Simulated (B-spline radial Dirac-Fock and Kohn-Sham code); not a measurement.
## The L2-M23M23 Auger spectrum of Os⁶⁺

System: Os⁶⁺ in the configuration 1s2 2s2 2p6 3s2 3p6 3d10 4s2 4p6 4d10 4f14 5s2 5p6 5d2.

Input of the calculation (task.json; shells as n, l, electrons):

```json
{"items": [{
  "Z": 76,
  "q": 6,
  "cfg": [[1, 0, 2], [2, 0, 2], [2, 1, 6], [3, 0, 2], [3, 1, 6], [3, 2, 10], [4, 0, 2], [4, 1, 6], [4, 2, 10], [4, 3, 14], [5, 0, 2], [5, 1, 6], [5, 2, 2]],
  "A": 192,
  "rrms": 5.4126,
  "do": ["binding", "quiet", "double"]
}]}
```

Run with: `python xray_run.py task.json out`

The computed values come from an atomic code on a B-spline grid: Dirac-Fock energy differences between relaxed states, corrected for Breit and QED terms. The two-hole levels come from diagonalising the Coulomb interaction among the jj configurations; intensities are independent-particle Coulomb rates. Kinetic energies are from the vacuum level. Correlation energy is missing from these numbers. Open outer shells are spectators and are not coupled to the holes.

| kinetic energy (eV) | J | leading jj holes (weight) | leading LS term (weight) | intensity (%) |
| --- | --- | --- | --- | --- |
| 6618.6 | 0 | M2M2 (1.00) | ³P0 (0.64) | 25.6 |
| 6959.5 | 2 | M2M3 (1.00) | ¹D2 (0.69) | 50.2 |
| 6969.6 | 1 | M2M3 (1.00) | ³P1 (1.00) | 23.0 |
| 7282.3 | 0 | M3M3 (1.00) | ¹S0 (0.64) | 0.7 |
| 7301.7 | 2 | M3M3 (1.00) | ³P2 (0.69) | 0.5 |

The strongest line, by its leading LS label ¹D2, lies at 6959.5 eV. The mean weight of the leading component is 1.00 in jj and 0.73 in LS coupling, so jj labels describe these levels better.
